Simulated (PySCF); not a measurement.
C3F8, SMILES FC(F)(F)C(F)(F)C(F)(F)F.

Coordinates come from a PBE-D3(BJ)/def2-SVP optimisation.

Computed with PBE/def2-SVP (PySCF).

Q: Estimate the frontier levels, gap, dipole moment and polarisability. (Estimate from the structure and the level; the computed values follow.)

A: 
```json
{
  "highest_occupied_level": "-8.71 eV",
  "lowest_empty_level": "0.08 eV",
  "orbital_gap": "8.79 eV",
  "dipole_moment": "0.09 D",
  "quadrupole, principal values (traceless, Buckingham form, about the centre of nuclear charge)": "-0.23, -0.16, 0.38 D·Å",
  "mean_static_polarisability": "34.3 bohr³ (5.09 Å³)",
  "polarisability_principal_values": "33.3, 34.1, 35.6 bohr³"
}
```
